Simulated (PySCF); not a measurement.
## Two-component Hartree-Fock for Tc⁺ (technetium, charge +1)

Start: [Kr] 4d6; 4d3/2 filled at m_j = +3/2; 4d5/2 filled at m_j = -3/2, -1/2, +1/2, +3/2, +5/2. Calculated with PySCF 2.14 in x2c-TZVPall-2c (8s9p7d1f, 77 functions): generalised Hartree-Fock with the X2C-1e Hamiltonian and a Gaussian nucleus; one run each with spin-orbit coupling (SO) switched off, then screened by Boettger's factors. This is a chosen level, not necessarily the ground level.

| spinor shell | electrons | ε, spin-free (eV) | ε, screened SO (eV) | weight of nominal j (screened SO) | rms radius, screened SO (bohr) |
| --- | --- | --- | --- | --- | --- |
| 1s1/2 | 2 | -21163.6 | -21162.3 | 1.000 | 0.0394 |
| 2s1/2 | 2 | -3099.9 | -3099.5 | 1.000 | 0.162 |
| 2p1/2 | 2 | -2768.1 | -2849.8 | 1.000 | 0.141 |
| 2p3/2 | 4 | -2768.1 | -2729.9 | 1.000 | 0.145 |
| 3s1/2 | 2 | -576.17 | -576.04 | 1.000 | 0.442 |
| 3p1/2 | 2 | -464.32 | -478.51 | 1.000 | 0.439 |
| 3p3/2 | 4 | -464.32 | -457.60 | 1.000 | 0.450 |
| 3d3/2 | 4 | -283.43 | -285.92 | 0.981 | 0.433 |
| 3d5/2 | 6 | -283.43 | -281.63 | 0.987 | 0.437 |
| 4s1/2 | 2 | -93.418 | -93.373 | 1.000 | 1.14 |
| 4p1/2 | 2 | -60.307 | -65.079 | 0.707 | 1.27 |
| 4p3/2 | 4 | -60.307 | -57.941 | 0.854 | 1.28 |
| 4d5/2 | 5 | -17.207 | -17.799 | 0.569 | 1.87 |
| 4d3/2 | 1 | -17.207 | -14.212 | 0.770 | 2.01 |

| quantity | spin-free | screened SO |
| --- | --- | --- |
| E (hartree) | -4282.51386 | -4283.07100 |
| M_J | 4 | 4 |
| ⟨J²⟩ | 20.047 | 20.047 |
| ⟨L²⟩ | 6.040 | 6.086 |
| ⟨S²⟩ | 6.007 | 5.991 |

Each row is a mean over spinors that exchange with the open shell spreads, by up to 7.996 eV (4p3/2).

Rows whose weight is well below 1 are mixtures of j = l ± 1/2: exchange outweighs spin-orbit coupling there, and the label is only the starting occupation.

Breit and QED terms are absent; they matter most for the inner s and p1/2 levels.

Densities and radii are taken from the X2C orbitals without a picture-change correction, which distorts them close to the nucleus.

Without spin-orbit coupling the j labels of p, d and f shells carry no meaning; the spin-free column gives the mean over the occupied spinors of each nl shell.
